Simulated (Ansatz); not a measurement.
Abridged output of a molecular run in Ansatz:

```
Functional definition: HF
1574 factors; integrals over basis functions are off by at most 1.1e-3 eV
mean field evaluation 1: about -27040.9986 eV, gradient 6.0e1 eV
mean field evaluation 2: about -27041.2034 eV, gradient 6.0e1 eV
mean field evaluation 4: about -27047.7862 eV, gradient 4.0e0 eV
mean field evaluation 8: about -27047.8819 eV, gradient 4.1e-1 eV
mean field evaluation 16: about -27047.8833 eV, gradient 2.2e-6 eV
mean field -27047.88330356 eV, -993.9913776920 hartree, gradient 2.2e-6 eV, S^2 0.000000; 0 other end points of the search recorded, 0 dependent functions left out
12 core orbitals not correlated: weight in the atoms' cores, before any rotation towards them, 1.000 or more for the frozen orbitals, at most 0.000 for the correlated occupied ones
reference -27047.88330356 eV, -993.9913776920 hartree; 20, 20 occupied and 226, 226 virtual orbitals, 1574 factors
second order -32.49986333 eV of doubles, -0.00000000 eV of singles
cycle   1  -32.24706155 eV  change    2.5e-1 eV  update   1.7e-1
cycle   2  -33.03704040 eV  change   -7.9e-1 eV  update   6.9e-2
cycle   3  -33.30476331 eV  change   -2.7e-1 eV  update   3.2e-2
cycle   4  -33.28446797 eV  change    2.0e-2 eV  update   9.4e-3
cycle   5  -33.27506470 eV  change    9.4e-3 eV  update   3.7e-3
cycle   6  -33.27664829 eV  change   -1.6e-3 eV  update   1.2e-3
cycle   7  -33.27628249 eV  change    3.7e-4 eV  update   4.6e-4
cycle   8  -33.27610350 eV  change    1.8e-4 eV  update   1.7e-4
cycle   9  -33.27622770 eV  change   -1.2e-4 eV  update   7.1e-5
cycle  10  -33.27624369 eV  change   -1.6e-5 eV  update   2.8e-5
perturbative correction -1.51631849 eV, -0.0557236769 hartree
Total energy: -27082.67586574 eV, -995.2699807689 hartree
```

Its atoms:

Cartesian coordinates in Å:
```
O -1.414 -0.969 1.020
Zr -0.160 0.045 0.012
O -0.826 1.604 -0.851
S 0.739 -1.563 -1.618
S 1.662 0.883 1.438
H -2.124 -1.312 1.555
H -1.319 2.287 -1.296
H 1.529 -0.622 -2.171
H 1.913 -0.353 1.911
```

Question: Which basis set was used?
A. cc-pV(D+d)Z
B. def2-TZVPPD
C. def2-QZVPP
D. def2-TZVPP

Answer: D. It gives 258 functions.

Question: Write the keys of the input that set method, charge and spin (a neutral closed shell needs none for the last two).

Answer: 
```yaml
correlation: {method: ccsd_t}
```
